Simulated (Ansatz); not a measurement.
C2H10GeSi can be A, `C[CH]([SiH3])[GeH3]`, or B, `C[CH2][GeH2][SiH3]`.

Isolated molecules relaxed with PBE0-D4/def2-TZVP in Ansatz; ΔE leaves out vibrations. CBS: MP2 limit from def2 TZ/QZ plus the TZ coupled-cluster correction, frozen cores. DFT in def2-TZVPP. B3LYP here is the variant with VWN-RPA as its local correlation; programs differ in this. For Ge outer-core shells are correlated without core-valence functions, which leaves a few kJ/mol of doubt a bond. Scalar relativity is left out up to krypton. One conformer a species, not always the lowest.

A:

```xyz
14

C    -1.236   -0.689    0.729
C    -0.287   -0.186   -0.362
Si    1.376   -1.046   -0.294
Ge   -0.084    1.767   -0.270
H    -1.395   -1.769    0.656
H    -2.217   -0.210    0.669
H    -0.838   -0.489    1.728
H    -0.713   -0.391   -1.351
H     1.205   -2.523   -0.396
H     2.051   -0.747    1.000
H     2.256   -0.591   -1.404
H     0.794    2.288   -1.422
H     0.562    2.159    1.072
H    -1.474    2.427   -0.356
```

B:

Z-matrix (Å, degrees):
```
C
C 1 1.521
H 1 1.093 2 111.5
H 1 1.093 2 111.7 3 -120.0
H 1 1.094 2 111.4 3 120.0
Ge 2 1.967 1 113.1 3 59.3
H 2 1.093 1 110.9 3 -179.6
H 2 1.093 1 110.8 3 -61.4
Si 6 2.383 2 111.3 1 61.7
H 6 1.543 2 110.0 1 -176.9
H 6 1.544 2 109.1 1 -59.1
H 9 1.489 6 110.0 2 59.8
H 9 1.488 6 110.7 2 -59.6
H 9 1.487 6 111.1 2 179.9
```

(1) Which is lower in electronic energy at CCSD(T)/CBS, and by how much? (Estimate.)

(2) Give E(B) − E(A) in kcal/mol with B3LYP-D4, CCSD(T)/def2-TZVPP, PBE-D4, r2SCAN-D4, CCSD/def2-TZVPP, B2PLYP, B3LYP. (Best estimate.)

Largest T1 diagnostic: 0.011.

Results:

(1) The calculation gave: B, by 4.3 kcal/mol.

(2) Computed: B3LYP-D4 -5.4, CCSD(T)/def2-TZVPP -4.4, PBE-D4 -6.7, r2SCAN-D4 -5.5, CCSD/def2-TZVPP -4.6, B2PLYP -5.2, B3LYP -6.5. None reverses the order clearly.

The D4 term adds +1.1 kcal/mol with B3LYP and +0.5 kcal/mol with PBE0; it sums over pairs of atoms, weighted by their polarisabilities, and B3LYP, whose exchange is more repulsive, gets the larger term.
